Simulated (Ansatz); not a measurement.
The cluster Ag₂Se. The state is a triplet with charge 0. Geometry PBE-D4/def2-TZVP, that of the charge +1 doublet; atoms count from 1.

```xyz
3

Ag    1.392    1.163    0.300
Ag   -0.435   -1.652   -0.679
Se   -0.957    0.490    0.378
```

In the def2 sets Ag takes a core potential; there is no spin–orbit coupling. At PBE0-D4/def2-TZVP a singlet of charge 0 lies 1.53 eV below the triplet at the same geometry. The structure comes from a short search, and lower isomers may exist.

(1) Estimate the Mulliken populations from the PBE0/def2-TZVP orbitals of Ansatz.

(2) Where does the spin sit?

(3) And the Mayer bond orders between bonded heavy atoms (over 0.3)?

Results:

(1) 
```tsv
atom	charge (e)	spin (α − β)	d electrons
Ag1	0.11	0.44	9.88
Ag2	0.11	0.44	9.88
Se3	-0.21	1.11	–
```
Mulliken values and Mayer orders depend strongly on the basis.

(2) Summed by element: Ag 0.89, Se 1.11, of 2 unpaired in all. Largest on single atoms: Se3 1.11, Ag1 0.44, Ag2 0.44.

(3) Ag1–Ag2 0.46 (3.50 Å); Ag1–Se3 0.79 (2.45 Å); Ag2–Se3 0.79 (2.45 Å).
